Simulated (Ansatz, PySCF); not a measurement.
C2H4BFO2. Atoms are numbered in the order given.

```xyz
10

C      0.0799    -1.9722     0.0000
O     -0.8489    -0.8944     0.0000
B     -0.5528     0.4055     0.0000
F     -1.5662     1.2750     0.0000
C      0.9263     1.0741     0.0000
O      1.9686     0.4541     0.0000
H      1.1167    -1.6124     0.0000
H     -0.1045    -2.5881     0.8929
H     -0.1045    -2.5881    -0.8929
H      0.9573     2.1973     0.0000
```

Geometry optimised at ωB97X-D3(BJ)/def2-SVP. This is a generated structure with no PubChem entry under its InChIKey; it may be hypothetical. Other conformers were not sampled.

Vertical ionisation energy (IE) and electron affinity (EA) in eV. Rows of orbital energies are one-electron estimates. Where ΔSCF, EOM or ADC give a negative EA the extra electron is unbound and the value depends on the basis.

```csv
level,IE,EA
"−ε(HOMO), −ε(LUMO), B3LYP/def2-TZVP (PySCF)",7.19,2.58
"−ε(HOMO), −ε(LUMO), PBE/def2-TZVP (PySCF)",5.78,3.39
"ΔSCF, CAM-B3LYP/def2-TZVPD (Ansatz), final states of multiplicity 2 and 2",10.04,0.26
"ΔSCF, PBE/def2-TZVPD (Ansatz), final states of multiplicity 2 and 2",9.38,0.25
```

What vertical singlet–triplet gap does ΔSCF give with CAM-B3LYP/def2-TZVPD (Ansatz, a first-principles code) and with PBE/def2-TZVPD (Ansatz)? (Estimate from the structure and the level; the computed values follow.)

2.29 and 2.07 eV (triplet above singlet where positive).
